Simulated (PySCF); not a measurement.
A PySCF script (with the pyscf-properties extension) for the NMR shieldings of `C=CC(=C)C(=O)OC`, C6H8O2, on a GFN2-xTB geometry:

```python
import basis_set_exchange as bse
import numpy as np
from pyscf import gto, dft
from pyscf.prop import nmr

atoms = """
C    -0.947722    1.943307   -0.493430
C    -0.479513    1.069226   -1.375075
C    -0.133151   -0.320064   -1.110296
C     0.046382   -1.203696   -2.096400
C     0.034299   -0.821518    0.286354
O    -0.271987   -1.929098    0.649284
O     0.614895    0.079274    1.089607
C     0.845826   -0.340137    2.425795
H    -1.204900    2.946337   -0.787964
H    -1.094026    1.698381    0.543644
H    -0.372964    1.361377   -2.412258
H    -0.039651   -0.924890   -3.133054
H     0.277597   -2.232104   -1.879408
H    -0.103479   -0.511074    2.938104
H     1.420476   -1.268298    2.437900
H     1.400321    0.461922    2.905786
"""
names = dict.fromkeys(["C", "O", "H"], "pcSseg-1")
basis = {el: gto.basis.parse(bse.get_basis(n, elements=[el], fmt="nwchem")) for el, n in names.items()}
mol = gto.M(atom=atoms, basis=basis, charge=0, verbose=0)
mf = dft.RKS(mol, xc="PBE0")
mf.grids.level = 2
mf.grids.alignment = dft.numint.BLKSIZE   # the property module wants whole blocks of grid points
mf.conv_tol = 1e-9
mf.kernel()

calc = nmr.RKS(mf)   # GIAO
C = mf.mo_coeff
Co = C[:, mf.mo_occ > 0]
resp = mf.gen_response(singlet=True, hermi=2)
def vind(x):   # induced exchange potential for any number of trial vectors
    d = np.einsum("pi,xij,qj->xpq", C, 2 * x.reshape(-1, C.shape[1], Co.shape[1]), Co, optimize=True)
    return np.einsum("xpq,pi,qj->xij", resp(d - d.transpose(0, 2, 1)), C, Co, optimize=True).ravel()
mo1, _ = nmr.rhf.solve_mo1(calc, with_cphf=vind)
sigma = calc.kernel(mo1)
for i, s in enumerate(sigma):   # ppm
    w = np.linalg.eigvalsh((s + s.T) / 2)
    print("%2d %-2s iso %8.1f  s11 %8.1f  s22 %8.1f  s33 %8.1f" % (i, mol.atom_pure_symbol(i), w.mean(), *w))
```

**Question.** What are the results?

**Answer.** 
```
 0 C  iso     58.9  s11    -50.3  s22     59.3  s33    167.7
 1 C  iso     45.8  s11    -69.1  s22     58.0  s33    148.5
 2 C  iso     38.0  s11    -71.1  s22     44.5  s33    140.7
 3 C  iso     52.4  s11    -53.6  s22     52.2  s33    158.6
 4 C  iso     11.4  s11    -87.8  s22     48.0  s33     73.9
 5 O  iso   -104.5  s11   -375.1  s22   -244.5  s33    306.1
 6 O  iso    143.2  s11    -43.3  s22    229.5  s33    243.4
 7 C  iso    133.6  s11    104.3  s22    118.7  s33    177.7
 8 H  iso     26.0  s11     23.9  s22     25.5  s33     28.6
 9 H  iso     25.9  s11     22.4  s22     25.4  s33     29.9
10 H  iso     25.1  s11     23.4  s22     23.5  s33     28.3
11 H  iso     26.0  s11     23.2  s22     25.4  s33     29.2
12 H  iso     25.4  s11     21.8  s22     24.8  s33     29.6
13 H  iso     27.8  s11     24.1  s22     25.5  s33     33.8
14 H  iso     27.5  s11     23.7  s22     25.7  s33     33.3
15 H  iso     27.9  s11     24.1  s22     26.5  s33     33.1
```

These numbers come from an equivalent density-fitted implementation of the same equations, which agrees with the script to about 0.01 ppm for H and up to a few tenths of a ppm for heavy atoms, so last digits may differ.

**Question.** Turn these shieldings into chemical shifts. References, each an isolated molecule treated in the same way: ¹³C (186.93 ppm) and ¹H (31.72 ppm) against TMS; ¹⁷O (336.08 ppm) vs H2O.

**Answer.** Averaging equivalent atoms: C 4: 175.6; C 2: 148.9; C 1: 141.1; C 3: 134.5; C 0: 128.0; C 7: 53.4; O 5: 440.6; O 6: 192.9; H 10: 6.64; H 12: 6.30; H 9: 5.82; H 11: 5.75; H 8: 5.72; H 13/14/15: 3.96 ppm. Unscaled 17O shifts of doubly bonded oxygen tend to come out too high, by tens of ppm or more. Experimental scales use liquid or dissolved standards, which lie at an offset from isolated H2O (liquid H2O: subtract about 36 ppm).

Size and cost of the density-fitted run: 176 basis functions, 27 s wall time on 1 thread of an Arm Neoverse V1, shared host; peak memory 0.8 GiB.
